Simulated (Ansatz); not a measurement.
Reaction (ligand exchange at the Si–N bond): `O[Si](O)(F)N[SiH2]Cl` + `BNCC` → `BN(CC)[SiH2]Cl` + `N[Si](O)(O)F`

Gas-phase electronic energies from Ansatz, PBE0-D4/def2-TZVP geometries. CCSD(T)/CBS is the MP2 limit (def2-TZVPP, def2-QZVPP) plus CCSD(T) − MP2 in def2-TZVPP, frozen cores. Functionals use def2-TZVPP. One conformer a species, not always the lowest.

`O[Si](O)(F)N[SiH2]Cl`:

```xyz
12

O    -0.785   -0.315   -2.359
Si   -0.512    0.371   -0.918
O    -1.916    1.055   -0.458
F     0.606    1.501   -0.986
N     0.134   -0.794    0.146
Si    1.356   -0.585    1.330
Cl    0.714    0.627    2.878
H    -1.469    0.073   -2.907
H    -1.929    1.540    0.368
H    -0.404   -1.646    0.232
H     1.663   -1.908    1.915
H     2.542    0.080    0.760
```

`BNCC`:

```xyz
12

B    -0.657    1.237    1.439
N    -0.663    0.101    0.651
C    -0.202   -0.017   -0.716
C     0.970   -0.970   -0.858
H    -1.063    1.164    2.563
H    -0.247    2.263    0.974
H    -1.000   -0.768    1.040
H     0.080    0.984   -1.051
H    -1.027   -0.348   -1.359
H     0.704   -1.975   -0.519
H     1.285   -1.044   -1.902
H     1.820   -0.628   -0.263
```

`BN(CC)[SiH2]Cl`:

Z-matrix (Å, degrees):
```
C
N 1 1.469
C 1 1.516 2 112.3
H 1 1.092 2 108.0 3 121.7
H 1 1.095 2 109.2 3 -122.7
B 2 1.400 1 121.2 3 -91.6
Si 2 1.734 1 117.6 3 89.6
H 3 1.092 1 111.3 2 -59.5
H 3 1.092 1 110.5 2 -179.5
H 3 1.092 1 110.4 2 60.6
H 6 1.197 2 119.3 1 179.6
H 6 1.199 2 119.2 1 -0.4
Cl 7 2.058 2 110.1 1 69.2
H 7 1.481 2 110.2 1 -46.8
H 7 1.474 2 109.5 1 -171.3
```

`N[Si](O)(O)F`:

Cartesian coordinates in Å:
```
N -0.649 -0.970 -0.744
Si 0.003 0.361 0.062
O 1.605 0.302 -0.233
O -0.427 0.350 1.633
F -0.522 1.784 -0.423
H -1.609 -1.241 -0.619
H -0.279 -1.268 -1.631
H 2.091 1.125 -0.169
H -0.213 -0.443 2.125
```

```
             level  ΔE (kJ/mol)  difference from CCSD(T)/CBS
            PBE-D4         25.5                          5.1
         r2SCAN-D4         25.5                          5.1
           PBE0-D4         25.0                          4.6
           ωB97M-V         23.3                          2.9
               PBE         27.6                          7.2
    MP2/def2-TZVPP         18.1                         -2.3
CCSD(T)/def2-TZVPP         20.7                          0.3
     HF/def2-QZVPP         28.7                          8.3
SCS-MP2/def2-QZVPP         20.0                         -0.4
      HF/CBS(def2)         28.7                          8.3
       CCSD(T)/CBS         20.4                            0
```

Largest T1 diagnostic among the species: 0.012.

The D4 term adds −3.3 kJ/mol with B3LYP and −1.7 kJ/mol with PBE0; it sums over pairs of atoms, weighted by their polarisabilities, and B3LYP, whose exchange is more repulsive, gets the larger term. In def2-TZVPP, CCSD(T) changes the Hartree–Fock value by −8.1 kJ/mol (the triples alone add −1.2 kJ/mol) and MP2 by −10.7 kJ/mol.

B3LYP here is the variant with VWN-RPA as its local correlation; programs differ in this.
